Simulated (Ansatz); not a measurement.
LiO+, multiplicity 3 (lowest of 2S+1 = 1, 3, 5 at CCSD(T)/def2-TZVPP on PBE0 minima; our sources give no spin for the ground state, which may be another), most abundant isotopes (7.0160 and 15.9949 u). Constants from fifth-degree fits in 1/R to seven points on the lowest solution found; no spin–orbit coupling, no relativity up to Kr; ω_e x_e and α_e move by some per cent with the fit.

Correlated levels freeze the inner cores; with def2 sets outer-core shells near the valence are correlated too.

Programs: Ansatz (a program for electronic structure) with Gaussian orbitals. Values without a source in brackets are computed.

```tsv
level	r_e (Å)	ω_e (cm⁻¹)	ω_e x_e (cm⁻¹)	α_e (cm⁻¹)
PBE/def2-TZVPP	2.1003	346.4	8.94	0.0266
CCSD(T)/def2-QZVPP	2.0882	360.1	9.16	0.0260
```

Problem. Derive the rotational constants, the centrifugal constant, the fundamental, the zero-point energy and the force constant.

Solution. 
μ = 4.87683 u.
- PBE/def2-TZVPP: B_e = 16.8576/(μ r_e²) = 0.78362 cm⁻¹; B₀ = B_e − α_e/2 = 0.77033 cm⁻¹; D = 4B_e³/ω_e² = 1.60e-05 cm⁻¹; fundamental ω_e − 2ω_e x_e = 328 cm⁻¹; zero-point energy ω_e/2 − ω_e x_e/4 = 171 cm⁻¹; k = μ(2πcω_e)² = 34.5 N/m
- CCSD(T)/def2-QZVPP: B_e = 16.8576/(μ r_e²) = 0.79268 cm⁻¹; B₀ = B_e − α_e/2 = 0.77970 cm⁻¹; D = 4B_e³/ω_e² = 1.54e-05 cm⁻¹; fundamental ω_e − 2ω_e x_e = 342 cm⁻¹; zero-point energy ω_e/2 − ω_e x_e/4 = 178 cm⁻¹; k = μ(2πcω_e)² = 37.3 N/m
